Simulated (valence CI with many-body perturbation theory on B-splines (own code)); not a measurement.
## Energy levels of Cd XVI

Calculated by relativistic CI+MBPT: five valence electrons over a frozen Dirac-Fock core [Ar] 3d10, radial functions for each j: 9 s, 9 p, 8 d, 6 f, 3 g, 1 h, with the one-electron correlation potential Σ1, the two-electron term Σ2, the three-electron term Σ3, Breit, model QED; selected CI, second order for the rest (own B-spline code, finite nucleus).

No measured levels were compared; by estimate levels hold to about 250 cm⁻¹ or 0.2 % of their energy and the worst to 1 %, as in measured heavy ions of charge 2 to 7; those with d or f electrons hold less well. Among the levels kept, up to 320 cm⁻¹ of a level comes from second order outside the variational space, and about a tenth of that is noise between levels of different J, which matters for small intervals.

Levels 1 to 45 of 48, with energies above the lowest level, 4s2 4p3 4S°_3/2. "Leading %" is the weight of the configuration and term that name the level; weights of strongly mixed levels are sums over their largest components and can fall short. Lifetimes count E1, E2, E3, M1 and M2 decay at the calculated energies, and are blank where another channel may lead or the interval is too uncertain; long ones can be off by a factor of two.

```tsv
No.	Configuration	Term	J	E (cm⁻¹)	Leading %	Lifetime	g	Second component
1	4s2 4p3	4S°	3/2	0	57		1.649	27 % 4s2 4p3 2P°
2	4s2 4p3	2D°	3/2	51165	58	377 μs	1.232	32 % 4s2 4p3 4S°
3	4s2 4p3	2D°	5/2	68848	98	1.89 ms	1.199	
4	4s2 4p3	2P°	1/2	95469	97	219 μs	0.664	
5	4s2 4p3	2P°	3/2	142910	62	85.3 μs	1.251	26 % 4s2 4p3 2D°
6	4s 4p4	4P	5/2	350270	84	196 ps	1.560	9 % 4s 4p4 2D
7	4s 4p4	4P	3/2	386190	77	109 ps	1.608	10 % 4s 4p4 2D
8	4s 4p4	4P	1/2	391800	74	106 ps	2.534	18 % 4s 4p4 2S
9	4s 4p4	2D	3/2	433570	62	65.5 ps	1.002	14 % 4s 4p4 4P
10	4s 4p4	2D	5/2	449590	77	92.6 ps	1.239	10 % 4s2 4p2 4d 2D
11	4s 4p4	2S	1/2	487520	40	27.9 ps	1.523	33 % 4s 4p4 2P
12	4s 4p4	2P	3/2	496220	54	28.3 ps	1.237	24 % 4s2 4p2 4d 2P
13	4s2 4p2 4d	4F	3/2	524860	67	78.9 ps	0.601	11 % 4s2 4p2 4d 2D
14	4s2 4p2 4d	4F	5/2	541400	51	102 ps	1.142	27 % 4s2 4p2 4d 4D
15	4s 4p4	2P	1/2	551700	29	43.6 ps	1.134	28 % 4s 4p4 2S
16	4s2 4p2 4d	2F	5/2	565330	62	574 ps	0.946	27 % 4s2 4p2 4d 4F
17	4s2 4p2 4d	4F	7/2	572590	79	2.44 ns	1.239	12 % 4s2 4p2 4d 4D
18	4s2 4p2 4d	4D	1/2	576490	79	48.6 ps	0.192	13 % 4s 4p4 2P
19	4s2 4p2 4d	4D	3/2	577100	61	40.4 ps	1.061	20 % 4s2 4p2 4d 4F
20	4s2 4p2 4d	2F	7/2	578910	49	3.99 ns	1.233	38 % 4s2 4p2 4d 4D
21	4s2 4p2 4d	4F	9/2	591160	70		1.268	28 % 4s2 4p2 4d 2G
22	4s2 4p2 4d	4D	5/2	597840	46	48.5 ps	1.192	27 % 4s2 4p2 4d 2F
23	4s2 4p2 4d	2P	3/2	611760	53	9.29 ps	1.246	16 % 4s 4p4 2P
24	4s2 4p2 4d	2G	7/2	626230	56	87.9 ps	1.068	20 % 4s2 4p2 4d 4D
25	4s2 4p2 4d	4P	5/2	636720	64	4.69 ps	1.485	17 % 4s2 4p2 4d 2D
26	4s2 4p2 4d	4P	3/2	642200	49	5.27 ps	1.431	24 % 4s2 4p2 4d 2P
27	4s2 4p2 4d	4P	1/2	643440	43	5.34 ps	1.896	27 % 4s2 4p2 4d 2P
28	4s2 4p2 4d	2F	7/2	647310	47	294 ps	1.167	27 % 4s2 4p2 4d 4D
29	4s2 4p2 4d	2D	3/2	657720	70	14.4 ps	0.965	15 % 4s2 4p2 4d 4P
30	4s2 4p2 4d	2G	9/2	658260	69	196 μs	1.175	28 % 4s2 4p2 4d 4F
31	4s2 4p2 4d	2P	1/2	665980	47	5.52 ps	1.191	26 % 4s2 4p2 4d 4P
32	4s2 4p2 4d	2D	5/2	675040	72	4.75 ps	1.144	18 % 4s2 4p2 4d 2F
33	4s2 4p2 4d	2P	1/2	690440	76	6.92 ps	0.963	15 % 4s2 4p2 4d 2S
34	4s2 4p2 4d	2D	3/2	692210	60	4.68 ps	1.011	16 % 4s2 4p2 4d 4P
35	4s2 4p2 4d	2F	5/2	700450	41	4.09 ps	1.110	23 % 4s2 4p2 4d 2D
36	4s2 4p2 4d	2D	5/2	710150	85	33.0 ps	1.197	7 % 4s2 4p2 4d 4D
37	4s2 4p2 4d	2F	7/2	724430	90	3.40 ps	1.132	5 % 4s2 4p2 4d 2G
38	4s2 4p2 4d	2S	1/2	727800	53	5.51 ps	1.898	17 % 4s2 4p2 4d 4P
39	4s2 4p2 4d	2P	3/2	729330	66	5.56 ps	1.230	16 % 4s2 4p2 4d 2D
40	4s2 4p2 4d	2D	3/2	757080	86	4.29 ps	0.865	5 % 4s2 4p2 4d 2P
41	4s2 4p2 4d	2D	5/2	764790	58	3.81 ps	1.095	34 % 4s2 4p2 4d 2F
42	4p5	2P°	3/2	794330	72	38.5 ps	1.332	21 % 4s 4p3 4d 2P°
43	4s 4p3 4d	6D°	1/2	831620	88	738 ps	3.214	9 % 4s 4p3 4d 4P°
44	4s 4p3 4d	6D°	3/2	833050	88	441 ps	1.807	5 % 4s 4p3 4d 4P°
45	4s 4p3 4d	6D°	5/2	833780	83	566 ps	1.593	8 % 4s 4p3 4d 4D°
```

Names give the largest LS component (configuration and term), which can be under half, so a name can repeat, a term be missing and a line seem to break the LS rules; names also repeat where a configuration has a term twice.

The ionisation energy to 4s2 4p2 3P_0 of the next ion comes out as 386.8 eV (NIST: 385 ± 3 eV (theoretical)). All 48 levels together are meant to be complete up to 869130 cm⁻¹.
